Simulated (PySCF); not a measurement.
HI, triplet, at a GFN2-xTB geometry of the parent state (a higher spin typed on purpose: for a closed-shell molecule this is an excited state) (core potentials on I); BLYP/def2-TZVP (PySCF).

Input for PySCF:
```python
from pyscf import gto, scf, dft

mol = gto.M(
    atom='''
I    -0.000000   -0.000000   -0.029099
H     0.000000    0.000000    1.542226
''',
    basis='def2-tzvp',
    ecp={'I': 'def2-tzvp'},
    charge=0,
    spin=2,
    verbose=4,
)

mf = dft.UKS(mol)
mf.xc = 'blyp'
mf.kernel()
mf.analyze()
```

Q: What does PySCF print? Leave out banner, timings and long lists.

A: 
```
PySCF version 2.14.0

[INPUT] verbose = 4
[INPUT] num. atoms = 2
[INPUT] num. electrons = 26
[INPUT] charge = 0
[INPUT] spin (= nelec alpha-beta = 2S) = 2
[INPUT] symmetry False subgroup None
[INPUT] Mole.unit = angstrom
[INPUT] Symbol           X                Y                Z      unit          X                Y                Z       unit  Magmom
[...]
nuclear repulsion = 8.41928326285142
number of shells = 20
number of NR pGTOs = 103
number of NR cGTOs = 56
basis = def2-tzvp
ecp = {'I': 'def2-tzvp'}

******** <class 'pyscf.dft.uks.UKS'> ********
method = UKS
initial guess = minao
damping factor = 0
level_shift factor = 0
DIIS = <class 'pyscf.scf.diis.CDIIS'>
diis_start_cycle = 1
diis_space = 8
diis_damp = 0
SCF conv_tol = 1e-09
SCF conv_tol_grad = None
SCF max_cycles = 50
direct_scf = True
direct_scf_tol = 1e-13
number electrons alpha = 14  beta = 12
XC library pyscf.dft.libxc version 7.1.2
    S. Lehtola, C. Steigemann, M. J. T. Oliveira, and M. A. L. Marques,  SoftwareX 7, 1–5 (2018)
XC functionals = blyp
    A. D. Becke,  Phys. Rev. A 38, 3098 (1988)
    C. Lee, W. Yang, and R. G. Parr,  Phys. Rev. B 37, 785 (1988)
    B. Miehlich, A. Savin, H. Stoll, and H. Preuss,  Chem. Phys. Lett. 157, 200 (1989)
radial grids:
    Treutler-Ahlrichs [JCP 102, 346 (1995); DOI:10.1063/1.469408] (M4) radial grids

becke partition: Becke, JCP 88, 2547 (1988); DOI:10.1063/1.454033
pruning grids: <function nwchem_prune>
grids dens level: 3
symmetrized grids: False
atomic radii adjust function: <function treutler_atomic_radii_adjust>
small_rho_cutoff = 0
Set gradient conv threshold to 3.16228e-05
tot grids = 31768
init E= -256.332024769334

cycle= 1 E= -296.383174209311  delta_E= -40.1  |g|= 2.45  |ddm|= 13.2

cycle= 2 E= -296.159071663593  delta_E= 0.224  |g|= 2.68  |ddm|= 9.82

cycle= 3 E= -298.052082916851  delta_E= -1.89  |g|= 0.0787  |ddm|=  6.6

cycle= 4 E= -298.045585118783  delta_E= 0.0065  |g|= 0.14  |ddm|=  1.3

cycle= 5 E= -298.055897386605  delta_E= -0.0103  |g|= 0.0479  |ddm|= 1.05

cycle= 6 E= -298.051943030848  delta_E= 0.00395  |g|= 0.0917  |ddm|= 1.06

cycle= 7 E= -298.056486107739  delta_E= -0.00454  |g|= 0.0365  |ddm|= 1.06

cycle= 8 E= -298.056329846541  delta_E= 0.000156  |g|= 0.0397  |ddm|= 0.293

cycle= 9 E= -298.05642480399  delta_E= -9.5e-05  |g|= 0.0378  |ddm|= 0.518

cycle= 10 E= -298.056802254012  delta_E= -0.000377  |g|= 0.029  |ddm|= 0.235

cycle= 11 E= -298.056910635806  delta_E= -0.000108  |g|= 0.0259  |ddm|= 0.0057

[...]
converged SCF energy = -298.057343886347  <S^2> = 2.0023122  2S+1 = 3.0015411
Total Energy =                        -298.057343886347496
[...]
Two-electron Energy =                  227.324968485965030
Two-electron Coulomb Energy =          249.843748288193751
DFT Exchange-Correlation Energy =      -22.518779802228721
**** MO energy ****
                             alpha | beta                alpha | beta
[...]
WARN: Weak orthogonality for localized orbitals 1.102698223250562e-09

spin_pop of  0 I 4s        0.00006
spin_pop of  0 I 5s        0.01603
spin_pop of  0 I 6s        0.01449
spin_pop of  0 I 7s        0.00402
spin_pop of  0 I 8s        0.00166
spin_pop of  0 I 9s        0.00068
spin_pop of  0 I 4px       0.00017
spin_pop of  0 I 4py       0.00031
spin_pop of  0 I 4pz       0.01341
spin_pop of  0 I 5px       0.01051
spin_pop of  0 I 5py       0.00002
spin_pop of  0 I 5pz       0.00130
spin_pop of  0 I 6px       0.01973
spin_pop of  0 I 6py       0.01012
spin_pop of  0 I 6pz       0.96526
spin_pop of  0 I 7px       0.45445
spin_pop of  0 I 7py       0.00018
spin_pop of  0 I 7pz       0.00131
spin_pop of  0 I 8px       0.00893
spin_pop of  0 I 8py       0.00008
spin_pop of  0 I 8pz       0.00036
spin_pop of  0 I 4dxy     -0.00312
spin_pop of  0 I 4dyz      0.00548
spin_pop of  0 I 4dz^2    -0.00101
spin_pop of  0 I 4dxz     -0.00279
spin_pop of  0 I 4dx2-y2    0.00029
spin_pop of  0 I 5dxy      0.00190
spin_pop of  0 I 5dyz      0.00224
spin_pop of  0 I 5dz^2     0.00062
spin_pop of  0 I 5dxz      0.00182
spin_pop of  0 I 5dx2-y2   -0.00016
spin_pop of  0 I 6dxy      0.00143
spin_pop of  0 I 6dyz      0.12054
spin_pop of  0 I 6dz^2     0.00039
spin_pop of  0 I 6dxz      0.00231
spin_pop of  0 I 6dx2-y2   -0.00008
spin_pop of  0 I 4f-3      0.00011
spin_pop of  0 I 4f-2      0.00000
spin_pop of  0 I 4f-1      0.00003
spin_pop of  0 I 4f+0      0.00197
spin_pop of  0 I 4f+1     -0.00000
spin_pop of  0 I 4f+2      0.00008
spin_pop of  0 I 4f+3      0.00012
spin_pop of  0 I 5f-3      0.00023
spin_pop of  0 I 5f-2      0.00001
spin_pop of  0 I 5f-1      0.00012
spin_pop of  0 I 5f+0      0.00427
spin_pop of  0 I 5f+1      0.00001
spin_pop of  0 I 5f+2      0.00016
spin_pop of  0 I 5f+3      0.00024
spin_pop of  1 H 1s        0.30013
spin_pop of  1 H 2s        0.01727
spin_pop of  1 H 3s       -0.00150
spin_pop of  1 H 2px       0.00011
spin_pop of  1 H 2py       0.00643
spin_pop of  1 H 2pz       0.01721

WARN: Weak orthogonality for localized orbitals 1.102698223250562e-09

In total            14.00000 | 12.00000
Dipole moment(X, Y, Z, Debye):  0.00000,  0.00000, -0.33373
```
